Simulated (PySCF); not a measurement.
C2H8B3N3

C2H8B3N3 is a molecule, neutral, singlet. The structure, one conformer, was relaxed in the gas phase by PBE0-D3(BJ)/def2-SVP. No frequency run checks that it is a minimum.

SMILES: C=CB1NBNBN1

```
atom   x (Å)   y (Å)   z (Å)
  N1  -0.336  -0.117  -1.067
  B2   0.033  -1.422  -1.501
  N3   0.663  -2.280  -0.551
  B4   0.924  -1.872   0.791
  N5   0.532  -0.554   1.164
  B6  -0.104   0.361   0.263
  C7  -0.512   1.799   0.737
  C8  -1.074   2.738  -0.035
  H9  -0.786   0.496  -1.734
 H10  -0.181  -1.790  -2.634
 H11   0.932  -3.211  -0.839
 H12   1.459  -2.616   1.582
 H13   0.711  -0.250   2.112
 H14  -0.323   2.071   1.785
 H15  -1.340   3.731   0.341
 H16  -1.298   2.562  -1.095
```

Shieldings: GIAO PBE0/pcSseg-1. Shifts are against computed references at the same level: C TMS (σ 184.4 ppm), H TMS (σ 31.27 ppm). Core levels by delta-SCF with SCAN, pcX-2 on the ionised atom and pcseg-1 elsewhere, spin-free X2C; from the vacuum level, for chosen atoms.

Q: Give the NMR and core-level values of the distinct atoms.

A: 
```tsv
atoms	bonded to	σ (ppm)	δ (ppm)	core level (eV)
N1	2 B + 1 H	134.6	-	1s 404.44
B2	2 N + 1 H	72.9	-	1s 195.63
N3	2 B + 1 H	121.0	-	-
B4	2 N + 1 H	72.8	-	-
N5	2 B + 1 H	122.9	-	1s 404.43
B6	1 C + 2 N	74.3	-	1s 195.59
C7	1 B + 1 C + 1 H	40.2	144.2	1s 289.98
C8	1 C + 2 H	44.7	139.7	-
H9	1 N	25.56	5.70	-
H10	1 B	26.45	4.82	-
H11	1 N	25.70	5.57	-
H12	1 B	26.48	4.79	-
H13	1 N	25.97	5.30	-
H14	1 C	25.04	6.23	-
H15	1 C	25.05	6.22	-
H16	1 C	25.03	6.24	-
```

Values are those of this one static structure; atoms that internal rotation interchanges would show their mean in an NMR spectrum.

The core-hole states of B2, B6, C7 are spin-contaminated (⟨S²⟩ 0.81, 0.81, 0.82 against 0.75 for a pure doublet), so those values and differences from them are less sure.

Q: By CAM-B3LYP/def2-SVPD (TDDFT singlets, Tamm-Dancoff triplets, ionisation by delta-SCF), where does absorption start, and what does vertical ionisation take?

A: The lowest singlet lies at 6.33 eV (f 0.426), the lowest triplet at 3.94 eV; vertical ionisation takes 9.58 eV.
